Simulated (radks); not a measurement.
Task: The mean radii <r> (bohr) of the occupied orbitals of an atom or ion are listed with their occupations. Method: scalar-relativistic Kohn-Sham, LB94 model potential, spin-polarised, spherical densities, finite nucleus; Fermi nuclear charge, rms radius of each element as measured or else 0.836 A^(1/3) + 0.57 fm; computed with a radial shooting solver on a logarithmic mesh with Libxc functionals.

| orbital | occ. | <r> |
|---|---|---|
| 1s up | 1 | 0.01999 |
| 1s down | 1 | 0.01999 |
| 2s down | 1 | 0.08473 |
| 2s up | 1 | 0.08473 |
| 2p down | 3 | 0.07525 |
| 2p up | 3 | 0.07525 |
| 3s up | 1 | 0.2207 |
| 3s down | 1 | 0.2206 |
| 3p up | 3 | 0.2199 |
| 3p down | 3 | 0.2198 |
| 3d up | 5 | 0.1994 |
| 3d down | 5 | 0.1993 |
| 4s up | 1 | 0.4986 |
| 4s down | 1 | 0.4987 |
| 4p up | 3 | 0.5295 |
| 4p down | 3 | 0.5295 |
| 4d up | 5 | 0.5724 |
| 4d down | 5 | 0.5725 |
| 5s up | 1 | 1.223 |
| 5s down | 1 | 1.225 |
| 5p up | 3 | 1.459 |
| 5p down | 3 | 1.463 |
| 4f up | 7 | 0.7810 |
| 4f down | 6 | 0.7844 |

Name the element and its charge. Open shells, if any, are filled with parallel spins first.

Result: Z = 69, thulium, charge +2: Tm2+ in [Xe] 4f13. The 1s radius gives Z: for a bare nucleus <r> = (2 gamma + 1)/(2Z) with gamma = sqrt(1 - (Z/c)^2), 0.01977 bohr for Z = 69, and screening makes it slightly larger (0.01999 here). The occupations add up to 67, and the charge is Z minus that.
